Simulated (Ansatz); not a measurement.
Nudged elastic band run: CH₆OSn

The input (input.yaml):

```yaml
crystal:
  periodic: [false, false, false]
  atoms:
    - { symbol: Sn, position_ang: [0.352004, 0.046528, -0.026944] }
    - { symbol: O, position_ang: [0.472584, 0.0036, 1.944019] }
    - { symbol: H, position_ang: [-0.243623, -0.367369, 2.434427] }
    - { symbol: H, position_ang: [1.973008, 0.20108, -0.534083] }
    - { symbol: C, position_ang: [-0.862812, 1.723408, -0.617211] }
    - { symbol: H, position_ang: [-1.894871, 1.579316, -0.296014] }
    - { symbol: H, position_ang: [-0.478835, 2.636852, -0.162547] }
    - { symbol: H, position_ang: [-0.849146, 1.839178, -1.701913] }
    - { symbol: H, position_ang: [-0.333607, -1.438493, -0.544035] }
basis:
  gaussian: { orbitals: def2-SVP }
hamiltonian:
  xc: hf
neb:
  order_check: false
  images: 7
  f_tol: 0.03
  max_iterations: 60
  initial_path: linear
  final_atoms:
    - { symbol: Sn, position_ang: [0.02661796, -0.2422272, -1.04447186] }
    - { symbol: O, position_ang: [1.22437804, 0.1755426, 1.11111439] }
    - { symbol: H, position_ang: [0.72120569, 0.07090024, 1.90729419] }
    - { symbol: H, position_ang: [2.07400295, -0.21621433, 1.25905099] }
    - { symbol: C, position_ang: [-1.0578988, 1.66318658, -0.71533849] }
    - { symbol: H, position_ang: [-2.02103306, 1.61500519, -1.23295546] }
    - { symbol: H, position_ang: [-1.25985265, 1.84013617, 0.3430508] }
    - { symbol: H, position_ang: [-0.50043516, 2.51214917, -1.11493263] }
    - { symbol: H, position_ang: [-1.07228298, -1.19437843, -0.01711292] }
```

Run as:

```bash
$ ansatz run input.yaml --threads 1 --pin off --max-ram 2048MiB --backend cpu --events-out ev --progress --plain --runs-dir out
```

Output, in part (warnings, iteration lines, the closing report on the highest movable image, with atoms numbered from 0):

```
NEB end point (image 0): max|allowed force component| = 9.293e-3 eV/Å (the criterion of neb.relax_end_points is 1.000e-2)
NEB end point (image 8): max|allowed force component| = 1.057e-2 eV/Å (the criterion of neb.relax_end_points is 1.000e-2)
NEB iter   1: max|band force component| = 8.121e0 eV/Å  barrier→ = 5.3741 eV  barrier← = 5.1791 eV  Δτ_max = 0.2000 Å  (318 SCF iters)
NEB iter   2: max|band force component| = 2.470e0 eV/Å  barrier→ = 2.9686 eV  barrier← = 2.7736 eV  Δτ_max = 0.2000 Å  (249 SCF iters)
NEB iter   3: max|band force component| = 6.408e0 eV/Å  barrier→ = 2.3767 eV  barrier← = 2.1817 eV  Δτ_max = 0.1014 Å  (229 SCF iters)
NEB iter   4: max|band force component| = 8.170e-1 eV/Å  barrier→ = 2.1361 eV  barrier← = 1.9411 eV  Δτ_max = 0.1993 Å  (232 SCF iters)
NEB iter   5: max|band force component| = 6.591e-1 eV/Å  barrier→ = 2.7527 eV  barrier← = 2.5577 eV  Δτ_max = 0.2000 Å  (234 SCF iters)
NEB iter   6: max|band force component| = 1.629e0 eV/Å  barrier→ = 3.1616 eV  barrier← = 2.9667 eV  Δτ_max = 0.1004 Å  (225 SCF iters)
NEB iter   7: max|band force component| = 7.616e-1 eV/Å  barrier→ = 2.9247 eV  barrier← = 2.7297 eV  Δτ_max = 0.1791 Å  (228 SCF iters)
NEB iter   8: max|band force component| = 1.039e0 eV/Å  barrier→ = 2.3623 eV  barrier← = 2.1674 eV  Δτ_max = 0.0904 Å  (227 SCF iters)
NEB iter   9: max|band force component| = 7.080e-1 eV/Å  barrier→ = 2.0549 eV  barrier← = 1.8600 eV  Δτ_max = 0.0889 Å  (234 SCF iters)
NEB iter  10: max|band force component| = 1.300e0 eV/Å  barrier→ = 2.0228 eV  barrier← = 1.8279 eV  Δτ_max = 0.0456 Å  (228 SCF iters)
NEB iter  11: max|band force component| = 2.776e0 eV/Å  barrier→ = 1.9611 eV  barrier← = 1.7661 eV  CI = image 5  Δτ_max = 0.0911 Å  (227 SCF iters)
NEB iter  12: max|band force component| = 2.349e0 eV/Å  barrier→ = 2.4413 eV  barrier← = 2.2464 eV  CI = image 5  Δτ_max = 0.1720 Å  (228 SCF iters)
NEB iter  13: max|band force component| = 1.841e0 eV/Å  barrier→ = 2.8284 eV  barrier← = 2.6335 eV  CI = image 5  Δτ_max = 0.1974 Å  (228 SCF iters)
NEB iter  14: max|band force component| = 2.382e0 eV/Å  barrier→ = 2.9083 eV  barrier← = 2.7133 eV  CI = image 5  Δτ_max = 0.0879 Å  (237 SCF iters)
NEB iter  15: max|band force component| = 9.320e-1 eV/Å  barrier→ = 2.9472 eV  barrier← = 2.7523 eV  CI = image 5  Δτ_max = 0.0992 Å  (227 SCF iters)
NEB iter  16: max|band force component| = 2.496e-1 eV/Å  barrier→ = 2.9379 eV  barrier← = 2.7429 eV  CI = image 5  Δτ_max = 0.1407 Å  (232 SCF iters)
NEB iter  17: max|band force component| = 1.964e-1 eV/Å  barrier→ = 2.9352 eV  barrier← = 2.7403 eV  CI = image 5  Δτ_max = 0.0453 Å  (232 SCF iters)
NEB iter  18: max|band force component| = 9.113e-2 eV/Å  barrier→ = 2.9326 eV  barrier← = 2.7376 eV  CI = image 5  Δτ_max = 0.0559 Å  (233 SCF iters)
NEB iter  19: max|band force component| = 6.122e-2 eV/Å  barrier→ = 2.9318 eV  barrier← = 2.7369 eV  CI = image 5  Δτ_max = 0.0147 Å  (235 SCF iters)
NEB iter  20: max|band force component| = 2.776e-2 eV/Å  barrier→ = 2.9317 eV  barrier← = 2.7367 eV  CI = image 5  Δτ_max = 0.0000 Å  (472 SCF iters)
Total energy: -8962.30954462 eV, -329.3588008931 hartree
Atom 0 at     0.054631    -0.023532    -0.454438 Å, force    -0.004670     0.005078     0.005093 eV/Å
Atom 1 at     1.474238     0.402743     1.125726 Å, force    -0.000000    -0.003664    -0.017036 eV/Å
Atom 2 at     1.673510    -0.225913     1.809040 Å, force     0.002784    -0.000252     0.011359 eV/Å
Atom 3 at     1.815347     0.028076    -0.230579 Å, force    -0.001037    -0.000119     0.001263 eV/Å
Atom 4 at    -1.326338     1.642111    -0.469729 Å, force     0.007552    -0.005075     0.013448 eV/Å
Atom 5 at    -2.281387     1.352864    -0.909434 Å, force    -0.003552     0.001194    -0.008180 eV/Å
Atom 6 at    -1.493982     1.945445     0.565680 Å, force    -0.003558    -0.003408    -0.003871 eV/Å
Atom 7 at    -0.914001     2.484995    -1.021891 Å, force     0.000269     0.003875    -0.002096 eV/Å
Atom 8 at    -0.867317    -1.382691     0.081324 Å, force     0.002211     0.002371     0.000018 eV/Å
Dipole moment:    -0.218492    -0.186560    -0.128135 e Å
```

It converged. A structure lower than the first end lies on the path between it and the top, so the climb from that side starts below the end, which may itself be a saddle point or a shallow side well. Neighbouring images differ by up to 2.5 eV, so the band resolves the path poorly. The order of the stationary point at the top wasn't checked. The orbitals stay closed-shell, which can raise the energy where a bond breaks towards radicals; this wasn't checked here.

Final band (atoms are numbered from 1 in the order of the input):

| image | path coordinate (Å) | energy (eV) | Sn1–H4 (Å) | O2–H4 (Å) |
| --- | --- | --- | --- | --- |
| 0 | 0.00 | 0.00 | 1.71 | 2.90 |
| 1 | 0.87 | -0.02 | 1.71 | 2.99 |
| 2 | 1.74 | -0.01 | 1.71 | 2.99 |
| 3 | 2.62 | -0.01 | 1.71 | 2.99 |
| 4 | 3.49 | 0.47 | 1.69 | 2.46 |
| 5 | 4.36 | 2.93 | 1.78 | 1.45 |
| 6 | 4.97 | 0.67 | 2.28 | 0.97 |
| 7 | 5.59 | 0.23 | 2.91 | 0.95 |
| 8 | 6.20 | 0.19 | 3.08 | 0.95 |

Time of the run: 4.4 min on 1 thread of Arm Neoverse V1, with other jobs on the host, peak memory 0.16 GiB.
